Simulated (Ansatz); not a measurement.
Mulliken charges of C2H4ClGaO (`O/C=[C](/Cl)[GaH2]`) from PBE/def2-TZVPP in Ansatz (PBE0-D4/def2-TZVP geometry).

```json
{"atom": "O1", "x (Å)": "-0.210", "y (Å)": "1.234", "z (Å)": "0.553", "charge (e)": "-0.247"}
{"atom": "C2", "x (Å)": "0.461", "y (Å)": "0.103", "z (Å)": "1.048", "charge (e)": "0.012"}
{"atom": "C3", "x (Å)": "0.561", "y (Å)": "-0.858", "z (Å)": "0.144", "charge (e)": "-0.065"}
{"atom": "Cl4", "x (Å)": "1.449", "y (Å)": "-2.296", "z (Å)": "0.418", "charge (e)": "-0.099"}
{"atom": "Ga5", "x (Å)": "-0.462", "y (Å)": "-0.097", "z (Å)": "-1.384", "charge (e)": "0.176"}
{"atom": "H6", "x (Å)": "-0.954", "y (Å)": "1.462", "z (Å)": "1.120", "charge (e)": "0.214"}
{"atom": "H7", "x (Å)": "0.859", "y (Å)": "0.175", "z (Å)": "2.055", "charge (e)": "0.106"}
{"atom": "H8", "x (Å)": "-2.011", "y (Å)": "-0.337", "z (Å)": "-1.407", "charge (e)": "-0.050"}
{"atom": "H9", "x (Å)": "0.307", "y (Å)": "0.614", "z (Å)": "-2.546", "charge (e)": "-0.046"}
```

Question: By hand: the dipole of these point charges (1 e Å = 4.8032 D).

Answer: Σ q r = (-0.230, 0.282, 0.227) e Å, of length 0.429 e Å = 2.06 D.

Question: How does the dipole of the full density compare? (Estimate.)

Answer: Ansatz gave: (-0.243, 0.300, 0.390) e Å, 2.64 D; the point charges give 0.78 times that, at 13° from its direction.

Point charges leave out the atoms' own dipoles, such as those of lone pairs, and Mulliken's split depends on the basis, so the two needn't agree.
